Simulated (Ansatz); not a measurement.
Born–Oppenheimer molecular dynamics of Cl₃FH₂OSi (8 atoms, charge 0, multiplicity 1). It starts at the highest image of a converged band, a first-order saddle point between two minima.

These are results of RKS B3LYP-D4/def2-SVP (Ansatz), not measurements.

```
ensemble                      : NVE (velocity Verlet)
time step                     : 0.5 fs
steps asked                   : 190
starting velocities drawn for : 300 K
seed                          : 8924
```

First frame:

```xyz
8
Properties=species:S:1:pos:R:3
Si -0.378 0.396 -0.165
F -0.923 -1.305 0.519
Cl -1.171 -0.149 -1.991
Cl -1.596 1.335 1.196
Cl 0.843 2.003 -0.791
H 0.275 -1.353 0.643
O 1.036 -0.491 0.497
H 1.915 -0.435 0.093
```

Question: How far do the bonds stretch over the last three quarters of this one trajectory? (Pairs bonded in most of those frames.)

Answer: 
```json
{"bond": "Si1–Cl3", "mean (Å)": "2.050", "spread (Å)": "0.043", "shortest": "1.97", "longest": "2.10"}
{"bond": "Si1–Cl4", "mean (Å)": "2.056", "spread (Å)": "0.033", "shortest": "2.02", "longest": "2.11"}
{"bond": "Si1–Cl5", "mean (Å)": "2.060", "spread (Å)": "0.013", "shortest": "2.04", "longest": "2.09"}
{"bond": "Si1–O7", "mean (Å)": "1.672", "spread (Å)": "0.044", "shortest": "1.60", "longest": "1.73"}
{"bond": "F2–H6", "mean (Å)": "0.938", "spread (Å)": "0.024", "shortest": "0.90", "longest": "0.99"}
{"bond": "O7–H8", "mean (Å)": "0.967", "spread (Å)": "0.012", "shortest": "0.95", "longest": "0.99"}
```

Mean temperature of the second half: 975 K. The conserved energy stayed within 0.09 meV per atom of its start (net change -0.036 meV per atom), so the integration is sound. The kinetic energy rose, since the run started high on the potential surface and went downhill. It ends in pieces (Cl3HOSi + FH), so much of that is their flight and rotation, not heat. A run of 0.095 ps of so small a system gives no equilibrium averages. The orbitals stay closed-shell, which can raise the energy where a bond breaks towards radicals; this wasn't checked here.

The run took 9.1 min on 2 threads of Intel(R) Xeon(R) Platinum 8488C (Sapphire Rapids) (shared host), peak memory 0.3 GiB.
